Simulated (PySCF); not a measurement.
Compound: [MnO4]3- (charge -3 and triplet state).
Cartesian coordinates in Å at the PBE0-D3(BJ)/def2-SVP level; atoms count from 1:
```xyz
5
MnO4 angstrom
Mn     0.014   -0.022   -0.012
O      0.012   -0.061    1.613
O      1.541   -0.022   -0.567
O     -0.722    1.331   -0.536
O     -0.771   -1.337   -0.560
```

Computed with PBE0-D3(BJ)/def2-SVP geometry optimisation, gas phase in PySCF.

Which atoms are bound to Mn1, and at what distances?

4 atoms: O3 1.625 Å, O5 1.626 Å, O2 1.626 Å, O4 1.626 Å.

List the angles at Mn1.

```csv
angle,degrees,distance of the outer atoms (Å)
O4–Mn1–O5,110.2,2.67
O2–Mn1–O3,110.0,2.66
O2–Mn1–O4,110.0,2.66
O3–Mn1–O5,109.8,2.66
O2–Mn1–O5,108.4,2.64
O3–Mn1–O4,108.4,2.64
```

What is the shape at Mn1?

Tetrahedral: angles from 108.4° to 110.2°; τ4 = (360° − α − β)/141° = 0.99 with α and β the two widest (0 for a square, 1 for a tetrahedron).

Charge -3, triplet. ⟨S²⟩ = 2.019 (exact for a triplet: 2.00). Whether so highly charged an anion holds all its electrons in the gas phase wasn't checked; a finite basis holds them in any case. The ion is multiply charged and computed without counter-ions or solvent. PBE0-D3(BJ)/def2-SVP frequencies: not computed here.

On an Arm Neoverse V2 with one thread, shared host, this took 92 s and 0.38 GiB of memory at its peak. These figures are those of the optimisation.
